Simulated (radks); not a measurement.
Species: Os II. Configuration: [Xe] 4f14 5d6 6s1.

Method: scalar-relativistic Kohn-Sham, LDA (Slater exchange, Perdew-Wang correlation), spin-polarised, spherical densities, finite nucleus; open shells are filled with parallel spins first (spin-orbit coupling, left out, can overturn this in heavy ions); Fermi nuclear charge, rms radius 5.4126 fm; computed with a radial shooting solver on a logarithmic mesh with Libxc functionals.

Energy parts (hartree):
| part | energy |
|---|---|
| total | -17240.6526 |
| kinetic | 19096.0357 |
| electron-nucleus | -42708.1605 |
| Hartree | 6699.6956 |
| exchange-correlation | -328.2234 |

Orbitals (lengths in bohr, moments of r in powers of bohr; <r^-3> diverges for s and p1/2; r(max) is where P^2 peaks):
| orbital | occ. | eigenvalue (hartree) | r(max) | <r^4> | <r^-3> |
|---|---|---|---|---|---|
| 1s up | 1 | -2711.840 | 0.01104 | 5.135e-07 | - |
| 1s down | 1 | -2711.839 | 0.01104 | 5.135e-07 | - |
| 2s up | 1 | -472.6160 | 0.06345 | 0.00007643 | - |
| 2s down | 1 | -472.6079 | 0.06345 | 0.00007643 | - |
| 2p up | 3 | -411.8670 | 0.05220 | 0.00006069 | 21880 |
| 2p down | 3 | -411.8602 | 0.05220 | 0.00006069 | 21880 |
| 3s up | 1 | -110.1910 | 0.1789 | 0.002793 | - |
| 3s down | 1 | -110.1869 | 0.1789 | 0.002793 | - |
| 3p up | 3 | -92.34518 | 0.1775 | 0.003025 | 4928 |
| 3p down | 3 | -92.34087 | 0.1775 | 0.003024 | 4928 |
| 3d up | 5 | -72.33463 | 0.1444 | 0.002329 | 625.7 |
| 3d down | 5 | -72.32850 | 0.1444 | 0.002329 | 625.6 |
| 4s up | 1 | -23.45792 | 0.4049 | 0.06442 | - |
| 4s down | 1 | -23.44935 | 0.4050 | 0.06439 | - |
| 4p up | 3 | -17.59953 | 0.4252 | 0.08597 | 1164 |
| 4p down | 3 | -17.59083 | 0.4252 | 0.08587 | 1164 |
| 4d up | 5 | -10.31494 | 0.4346 | 0.1234 | 127.5 |
| 4d down | 5 | -10.30447 | 0.4346 | 0.1229 | 127.5 |
| 4f up | 7 | -2.21743 | 0.4049 | 0.3288 | 22.91 |
| 4f down | 7 | -2.20059 | 0.4048 | 0.3171 | 23.03 |
| 5s up | 1 | -3.69144 | 0.9140 | 1.907 | - |
| 5s down | 1 | -3.62813 | 0.9112 | 1.867 | - |
| 5p up | 3 | -2.20256 | 1.032 | 3.712 | 180.1 |
| 5p down | 3 | -2.12337 | 1.027 | 3.620 | 183.9 |
| 5d up | 5 | -0.56427 | 1.360 | 24.14 | 9.711 |
| 5d down | 1 | -0.46753 | 1.348 | 27.55 | 9.773 |
| 6s up | 1 | -0.52222 | 2.374 | 104.9 | - |
| 6s down | 0 | -0.44425 | 2.427 | 130.3 | - |

The highest occupied level is 5d down at -12.722 eV. The spin density at the nucleus is 109.6 e/bohr^3 (1s 0.1, 2s -1.2, 3s 0.0, 4s 0.8, 5s -15.9, 6s 125.9). Spin moment in Bohr magnetons: 5. Summed over all electrons, <r^2> = 52.44 bohr^2, which gives a Langevin (diamagnetic) susceptibility term of -41.5 x 10^-6 cm^3/mol. The density falls to 0.001 e/bohr^3 at r = 4.13 bohr.
